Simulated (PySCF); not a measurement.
Atom-mapped SMILES (the numbers label the heavy atoms): `[S:1]=[C:2]=[N:3][c:4]1[cH:5][cH:6][cH:7][cH:8][cH:9]1`; H(Xn) means a hydrogen on atom n.

Geometry: PBE0-D3(BJ)/def2-TZVP; GIAO shifts from PySCF 2.14.0 with density-fitted response routines, gas phase, non-relativistic, averaged over equivalent atoms.

At PBE0/pcSseg-2 (401 basis functions, 4 min wall time (6.7 min CPU) on 2 threads of an Intel Xeon, shared host):
```csv
atoms,δ (ppm)
S1,-172.6
C2,151.5
C4,142.4
C6/C8,139.3
C5/C9,136.4
C7,135.4
N3,127.9
H(C6)/H(C8),7.65
H(C7),7.51
H(C5)/H(C9),7.49
```

Scale: ³³S (σref 512.98) against CS2; TMS for ¹³C (σref 186.03), ¹H (σref 31.52); NH3 for ¹⁵N (σref 263.78) (reference shieldings calculated alike).

Question: Estimate the result of repeating the calculation with B97-2/pcSseg-2.

Answer: 
```
      atoms  δ at B97-2/pcSseg-2  change
         S1               -170.1    +2.5
         C2                148.1    -3.4
         C4                139.7    -2.7
      C6/C8                136.3    -3.0
      C5/C9                133.6    -2.8
         C7                132.5    -2.9
         N3                125.0    -2.9
H(C6)/H(C8)                 7.58   -0.07
      H(C7)                 7.44   -0.07
H(C5)/H(C9)                 7.42   -0.07
```

Shifts are taken against calculated references (same method and geometry level): CS2 for ³³S (517.10 ppm); ¹³C (185.38 ppm), ¹H (31.64 ppm) against TMS; ¹⁵N (261.75 ppm) vs NH3.

The largest change is at C2 (central carbon of a heterocumulene). Cost: 401 basis functions, 3.5 min wall time (6 min CPU) on 2 threads of an Intel Xeon, shared host. The order of the carbon signals is the same at both levels.

Experimental scales use liquid or dissolved standards, which lie at an offset from isolated NH3 (liquid NH3: subtract about 20 ppm).
